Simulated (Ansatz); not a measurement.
Two structures of GaH$_{3}$Cl$_{2}$O, singlet, reached by relaxing down either side of one saddle point (PBE0-D4/def2-TZVP). Energies are electronic, without zero-point energy. Ansatz 0.2.0; basis: def2-TZVPP and def2-QZVPP; cores frozen in the correlated methods. Filled d shells of the heavier atoms are correlated. The def2 sets are not built for correlating such inner shells, so the correlated values are less sure here. Extrapolation: Hartree–Fock as exp(−7.88 √X), correlation as X^−2.97. First:

```xyz
7
angstrom
Ga 0.5283 -0.4921 -0.5530
H 1.5580 0.5020 -1.1558
Cl -0.8209 -1.6069 -1.7980
Cl 0.9628 -1.4832 1.3377
H -0.4989 1.7459 0.4730
O -0.8202 0.8404 0.3986
H -0.9092 0.4936 1.2973
```

Second:

```
atom    x (Å)    y (Å)    z (Å)
 Ga1  -0.3102  -0.7183   0.0262
  H2   1.4753   1.0441  -0.8384
 Cl3  -0.6800  -1.4439  -1.9227
 Cl4   1.2773  -1.5257   1.1888
  H5   0.8605   1.4724  -0.7944
  O6  -1.4199   0.4713   0.7163
  H7  -1.2030   0.6999   1.6241
```

Question: Which bonds change from the first to the second?

Answer: GaHCl₂ ([Cl][GaH][Cl]) + H₂O → GaHCl₂O ([OH][Ga]([Cl])[Cl]) + H₂; bonds formed: H2–H5; dative contacts that become bonds: Ga1–O6; bonds broken: Ga1–H2, H5–O6.

Question: Give the saddle point's structure and its height above each. (An estimate is asked for; the value comes from the calculation.)

Answer: The calculation gives: 34.35 kcal/mol above the first and 24.85 kcal/mol above the second (CCSD(T) at an estimated basis limit (MP2 extrapolated from triple and quadruple zeta, plus CCSD(T) − MP2 in triple zeta)).
Ga1  (0.133, -0.612, -0.264)
H2  (0.974, 0.929, -0.694)
Cl3  (-0.650, -1.583, -1.978)
Cl4  (1.222, -1.669, 1.232)
H5  (0.197, 1.212, -0.138)
O6  (-0.918, 0.824, 0.441)
H7  (-0.958, 0.900, 1.401)
(Å)

No T1 diagnostic of these runs exceeds 0.012.

The step is the kind of ligand exchange by which a precursor binds to a hydroxyl group, or is hydrolysed, in atomic layer deposition of oxides.

Labels in which every atom is bracketed show which atoms are joined, not bond orders.

For scale, one of the runs: CCSD(T)/def2-TZVPP, 205 basis functions, launched by `ansatz run in.yaml --threads 4 --pin off --events-out ev --progress --plain --max-ram 9574MiB`. The run took 62 s on 4 CPU threads of an Arm Neoverse V2 (shared host), with 2.6 GiB of host memory at its peak.
